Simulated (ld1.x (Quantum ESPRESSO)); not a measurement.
**Before and after: TM semilocal potential for Bi**

* Element: Bi
* Generator: ld1.x (Quantum ESPRESSO) 7.5
* Type: norm-conserving Troullier–Martins (semilocal form)
* Functional: PBE
* Relativity: scalar-relativistic
* Frozen core: [Xe] 4f14 5d10
* Valence charge: 5
* Reference configuration: 6s2 6p3
* Partial waves: 6p (bound): rc 2.60 bohr; 6s (bound): rc 1.95 bohr
* Local potential: the s channel
* Core correction: Bessel-smoothed model core inside 1.40 bohr

Change: wave 6s (bound): rc 1.95 bohr becomes 6s (bound): rc 2.24 bohr.

Cutoffs: the cutoffs (Ry, on a coarse ladder) from which the occupation-weighted sum of valence levels, in a spherical-Bessel basis at the reference potential, stays within 10 and 1 mRy of its value at 400 Ry; they do not see the model core or the augmentation charge, which bear on the density cutoff. Errors are all-electron minus pseudo energies relative to the spin-unpolarised reference configuration.

Problem. How do hardness, ghosts and transferability respond?

Solution. The potential gets softer (25 Ry and 40 Ry → 21 Ry and 40 Ry); the errors of the 7 common tests hardly move; neither file shows a bound ghost. A larger radius leaves more room for a smooth pseudo-wave, so fewer plane waves are needed. A semilocal file is local in each channel, so a ghost entry of none says nothing of the separable form that plane-wave codes build from it.

```tsv
quantity	base	changed
cutoff, loose	25 Ry	21 Ry
cutoff, tight	40 Ry	40 Ry
loose cutoff by channel (10 mRy a level)	p 8 Ry, s 21 Ry	p 8 Ry, s 18 Ry
bound ghosts	none	none
error for 6s2 6p2, meV [ΔE 7.91 eV]	-12	-12
error for 6s2 6p1, meV [ΔE 23.16 eV]	-77	-75
error for 6s2 6p0, meV [ΔE 46.50 eV]	-266	-260
error for 6s2 6p3.3, meV [ΔE -1.09 eV]	+0.3	+0.3
error for 6s1 6p4, meV [ΔE 10.08 eV]	-32	-36
error for 6s2 6p2.5, meV [ΔE 3.10 eV]	-2.9	-2.9
error for 6s1 6p0, meV [ΔE 91.91 eV]	-868	-866
s: phases at 2.86 bohr within 0.05 rad from the reference energy up to (Ry; the scan ends near 5)	1.8	1.5
p: phases at 2.86 bohr within 0.05 rad from the reference energy up to (Ry; the scan ends near 5)	2.6	2.6
```
